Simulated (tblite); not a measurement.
C5H13AlOSi.
Atom-mapped SMILES: `[CH3:1][C@@H:2]1[CH2:3][CH2:4][CH2:5][Al:6]1[O:7][SiH3:8]` (hydrogens: H9, H10, H11 on C1; H12 on C2; H13, H14 on C3; H15, H16 on C4; H17, H18 on C5; H19, H20, H21 on Si8)

Computed with GFN2-xTB (tblite), gas phase: L-BFGS steps from a force-field or distance-geometry start until the largest atomic force falls under 0.01 eV/Å.

Step 26: E = -660.6471 eV
```
atom  x, y, z in Å  |  force x, y, z in eV/Å
C1     -1.9531   -1.7460   -0.8724   -0.021  -0.010  -0.062
C2     -0.9163   -0.8435   -0.2066    0.057  -0.070  -0.058
C3     -1.5487    0.1560    0.7665   -0.100  -0.008  -0.060
C4     -0.5420    1.2329    1.1737   -0.017  -0.023   0.034
C5     -0.1769    2.1187   -0.0300    0.030   0.040  -0.073
Al6     0.3847    0.4760   -1.0083    0.118  -0.107   0.091
O7      1.9975    0.0151   -1.0185    0.079  -0.029  -0.036
Si8     3.4651   -0.4856   -0.4944   -0.092   0.014   0.115
H9     -1.4719   -2.4325   -1.5670   -0.007  -0.012   0.004
H10    -2.6880   -1.1645   -1.4235   -0.005   0.064  -0.044
H11    -2.4948   -2.3383   -0.1308    0.060   0.028   0.035
H12    -0.2460   -1.4977    0.3776   -0.037  -0.041   0.062
H13    -2.3858    0.6460    0.2733   -0.155   0.077  -0.065
H14    -1.9498   -0.3553    1.6448    0.051  -0.020   0.108
H15     0.3671    0.7326    1.5172    0.077  -0.058   0.112
H16    -0.9378    1.8127    2.0068   -0.080   0.132   0.074
H17    -1.0221    2.7588   -0.2839   -0.072  -0.047  -0.079
H18     0.6486    2.7869    0.2296    0.048   0.015   0.074
H19     4.3058   -0.6033   -1.6921   -0.066   0.043   0.147
H20     3.8825    0.5033    0.5121    0.101  -0.010  -0.201
H21     3.2731   -1.7552    0.2254    0.029   0.022  -0.177
```

Step 27: E = -660.6539 eV
```
atom  x, y, z in Å  |  force x, y, z in eV/Å
C1     -1.9504   -1.7446   -0.8745   -0.013  -0.004  -0.042
C2     -0.9140   -0.8439   -0.2057    0.056  -0.055  -0.041
C3     -1.5482    0.1551    0.7681   -0.088  -0.012  -0.042
C4     -0.5421    1.2326    1.1760   -0.009  -0.013   0.038
C5     -0.1725    2.1138   -0.0294    0.030   0.060  -0.078
Al6     0.3868    0.4721   -1.0082    0.064  -0.081   0.066
O7      1.9977    0.0134   -1.0324    0.015  -0.005  -0.058
Si8     3.4566   -0.4839   -0.4939   -0.022  -0.019   0.169
H9     -1.4672   -2.4306   -1.5684   -0.025  -0.004   0.002
H10    -2.6838   -1.1589   -1.4244    0.010   0.034  -0.037
H11    -2.4917   -2.3364   -0.1321    0.049   0.025   0.018
H12    -0.2431   -1.4974    0.3801   -0.061  -0.039   0.050
H13    -2.3891    0.6446    0.2787   -0.120   0.054  -0.056
H14    -1.9431   -0.3582    1.6482    0.034  -0.017   0.098
H15     0.3658    0.7328    1.5266    0.051  -0.044   0.100
H16    -0.9414    1.8189    2.0038   -0.072   0.105   0.065
H17    -1.0182    2.7529   -0.2867   -0.045  -0.044  -0.073
H18     0.6554    2.7806    0.2287    0.022   0.018   0.074
H19     4.3067   -0.6033   -1.6787   -0.014   0.034   0.067
H20     3.8704    0.5128    0.5049    0.099  -0.019  -0.169
H21     3.2563   -1.7554    0.2187    0.038   0.027  -0.149
```

Step 28: E = -660.6648 eV
```
atom  x, y, z in Å  |  force x, y, z in eV/Å
C1     -1.9497   -1.7422   -0.8784    0.004   0.011   0.007
C2     -0.9138   -0.8425   -0.2075    0.022  -0.013   0.012
C3     -1.5547    0.1575    0.7656   -0.052  -0.018   0.026
C4     -0.5460    1.2319    1.1801    0.004   0.022   0.048
C5     -0.1702    2.1067   -0.0289    0.031   0.073  -0.059
Al6     0.3949    0.4648   -0.9994   -0.012  -0.032   0.010
O7      2.0034    0.0109   -1.0351   -0.003   0.005  -0.052
Si8     3.4570   -0.4837   -0.4881    0.036  -0.033   0.151
H9     -1.4643   -2.4311   -1.5688   -0.059   0.022  -0.004
H10    -2.6823   -1.1504   -1.4259    0.046  -0.031  -0.028
H11    -2.4878   -2.3304   -0.1304    0.023   0.020  -0.020
H12    -0.2434   -1.4926    0.3857   -0.107  -0.037   0.028
H13    -2.4018    0.6500    0.2836   -0.023  -0.012  -0.035
H14    -1.9392   -0.3599    1.6491   -0.003  -0.006   0.059
H15     0.3592    0.7258    1.5380   -0.030   0.015   0.079
H16    -0.9479    1.8308    2.0025   -0.032   0.004   0.000
H17    -1.0233    2.7360   -0.2909    0.026  -0.026  -0.073
H18     0.6586    2.7754    0.2262   -0.039   0.026   0.075
H19     4.3090   -0.6008   -1.6661    0.049   0.020  -0.023
H20     3.8833    0.5276    0.4891    0.071  -0.057  -0.116
H21     3.2501   -1.7666    0.1990    0.048   0.051  -0.085
```

**Question.** Estimate the geometry and energy of step 29. (The exact step hangs on the optimiser's Hessian estimate; all steps are aligned on step 28, rigid shifts and turns removed.)

**Answer.** E = -660.6694 eV, largest force 0.121 eV/Å
```
atom  x, y, z in Å  |  force x, y, z in eV/Å
C1     -1.9516   -1.7419   -0.8799    0.004   0.017   0.023
C2     -0.9159   -0.8410   -0.2103   -0.012   0.007   0.049
C3     -1.5609    0.1608    0.7617   -0.031  -0.010   0.056
C4     -0.5502    1.2327    1.1813    0.006   0.024   0.032
C5     -0.1725    2.1066   -0.0292    0.026   0.051  -0.025
Al6     0.4013    0.4623   -0.9897   -0.034  -0.013  -0.016
O7      2.0092    0.0098   -1.0229    0.032  -0.005  -0.021
Si8     3.4662   -0.4857   -0.4823    0.047  -0.017   0.046
H9     -1.4686   -2.4347   -1.5682   -0.055   0.036  -0.008
H10    -2.6848   -1.1498   -1.4265    0.050  -0.043  -0.032
H11    -2.4874   -2.3272   -0.1281    0.008   0.017  -0.026
H12    -0.2501   -1.4908    0.3889   -0.103  -0.037   0.026
H13    -2.4095    0.6556    0.2821    0.020  -0.043  -0.029
H14    -1.9423   -0.3572    1.6464   -0.023  -0.011   0.043
H15     0.3533    0.7201    1.5381   -0.055   0.047   0.079
H16    -0.9501    1.8351    2.0044   -0.014  -0.045  -0.039
H17    -1.0314    2.7274   -0.2923    0.051  -0.008  -0.086
H18     0.6530    2.7791    0.2268   -0.055   0.035   0.074
H19     4.3089   -0.5975   -1.6689    0.047   0.017  -0.015
H20     3.9105    0.5301    0.4808    0.048  -0.071  -0.086
H21     3.2640   -1.7768    0.1873    0.044   0.053  -0.045
```

The energy changes by -0.0046 eV. The first-order estimate −F·Δx gives -0.0063 eV and the mean of the old and new forces, exact on a quadratic surface, -0.0046 eV. The step makes an angle of 69° with the force vector and moves no atom by more than 0.029 Å.

What follows is the cost of the whole relaxation. Time: 1.5 s. Hardware: one thread of an Arm Neoverse V1, no GPU, on a shared host.
